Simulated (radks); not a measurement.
All-electron atom: the gadolinium ion Gd+ in [Xe] 4f7 5d1 6s1.

Method: scalar-relativistic Kohn-Sham, PBEsol, spin-polarised, spherical densities, finite nucleus; open shells are filled with parallel spins first (spin-orbit coupling, left out, can overturn this in heavy ions); Fermi nuclear charge, rms radius 5.1569 fm; computed with a radial shooting solver on a logarithmic mesh with Libxc functionals.

Energy parts (hartree):
| part | energy |
|---|---|
| total | -11266.5535 |
| kinetic | 12095.1991 |
| electron-nucleus | -27472.4662 |
| Hartree | 4355.6539 |
| exchange-correlation | -244.9403 |

Orbitals (lengths in bohr, moments of r in powers of bohr; r(max) is where P^2 peaks; r(90%) holds 90 % of the orbital's charge):
1s up: occ. 1; eigenvalue (hartree) -1840.389; r(90%) 0.0396; <r> 0.02191; <1/r> 71.62; r(max) 0.01392
1s down: occ. 1; eigenvalue (hartree) -1840.389; r(90%) 0.0396; <r> 0.02191; <1/r> 71.62; r(max) 0.01392
2s up: occ. 1; eigenvalue (hartree) -304.0569; r(90%) 0.144; <r> 0.09331; <1/r> 16.61; r(max) 0.07903
2s down: occ. 1; eigenvalue (hartree) -304.0530; r(90%) 0.144; <r> 0.09331; <1/r> 16.61; r(max) 0.07903
2p up: occ. 3; eigenvalue (hartree) -270.6657; r(90%) 0.134; <r> 0.08238; <1/r> 15.52; r(max) 0.06395
2p down: occ. 3; eigenvalue (hartree) -270.6628; r(90%) 0.134; <r> 0.08238; <1/r> 15.52; r(max) 0.06395
3s up: occ. 1; eigenvalue (hartree) -67.59129; r(90%) 0.359; <r> 0.2446; <1/r> 6.093; r(max) 0.2244
3s down: occ. 1; eigenvalue (hartree) -67.49263; r(90%) 0.358; <r> 0.2444; <1/r> 6.099; r(max) 0.2243
3p up: occ. 3; eigenvalue (hartree) -57.24413; r(90%) 0.364; <r> 0.2432; <1/r> 5.729; r(max) 0.2202
3p down: occ. 3; eigenvalue (hartree) -57.14597; r(90%) 0.363; <r> 0.2429; <1/r> 5.736; r(max) 0.2201
3d up: occ. 5; eigenvalue (hartree) -43.55753; r(90%) 0.345; <r> 0.2214; <1/r> 5.437; r(max) 0.1801
3d down: occ. 5; eigenvalue (hartree) -43.48138; r(90%) 0.344; <r> 0.2210; <1/r> 5.443; r(max) 0.1800
4s up: occ. 1; eigenvalue (hartree) -13.85778; r(90%) 0.794; <r> 0.5531; <1/r> 2.571; r(max) 0.5157
4s down: occ. 1; eigenvalue (hartree) -13.63278; r(90%) 0.794; <r> 0.5531; <1/r> 2.570; r(max) 0.5156
4p up: occ. 3; eigenvalue (hartree) -10.44600; r(90%) 0.851; <r> 0.5854; <1/r> 2.363; r(max) 0.5383
4p down: occ. 3; eigenvalue (hartree) -10.22267; r(90%) 0.852; <r> 0.5856; <1/r> 2.362; r(max) 0.5381
4d up: occ. 5; eigenvalue (hartree) -5.72462; r(90%) 0.955; <r> 0.6361; <1/r> 2.083; r(max) 0.5591
4d down: occ. 5; eigenvalue (hartree) -5.50346; r(90%) 0.958; <r> 0.6371; <1/r> 2.080; r(max) 0.5588
5s up: occ. 1; eigenvalue (hartree) -2.10364; r(90%) 1.91; <r> 1.326; <1/r> 1.002; r(max) 1.191
5s down: occ. 1; eigenvalue (hartree) -1.97587; r(90%) 1.94; <r> 1.344; <1/r> 0.9844; r(max) 1.204
5p up: occ. 3; eigenvalue (hartree) -1.26919; r(90%) 2.27; <r> 1.551; <1/r> 0.8448; r(max) 1.348
5p down: occ. 3; eigenvalue (hartree) -1.16561; r(90%) 2.31; <r> 1.576; <1/r> 0.8273; r(max) 1.368
4f up: occ. 7; eigenvalue (hartree) -0.61757; r(90%) 1.46; <r> 0.8535; <1/r> 1.533; r(max) 0.5664
4f down: occ. 0; eigenvalue (hartree) -0.41750; r(90%) 1.56; <r> 0.8965; <1/r> 1.492; r(max) 0.5692
6s up: occ. 1; eigenvalue (hartree) -0.36207; r(90%) 5.15; <r> 3.572; <1/r> 0.3521; r(max) 3.169
5d up: occ. 1; eigenvalue (hartree) -0.33348; r(90%) 3.95; <r> 2.515; <1/r> 0.5171; r(max) 1.915
5d down: occ. 0; eigenvalue (hartree) -0.26172; r(90%) 4.06; <r> 2.578; <1/r> 0.5031; r(max) 1.952

The highest occupied level is 5d up at -9.074 eV. The configuration is held as typed, so some empty levels lie below it. The electron density at the nucleus is 6.573e+05 e/bohr^3 (large components only). For comparison, the ionisation energy in NIST's Atomic Spectra Database is 12.08 eV (semi-empirical). In exact Kohn-Sham theory the highest level is minus the ionisation energy, but local and semilocal functionals leave it too shallow, through self-interaction and a potential that decays too fast; potentials with the right tail come closer. Spin moment in Bohr magnetons: 9. The spin density at the nucleus is 35.70 e/bohr^3 (1s 0.14, 2s -1.20, 3s -16.39, 4s 2.40, 5s 14.03, 6s 36.73).
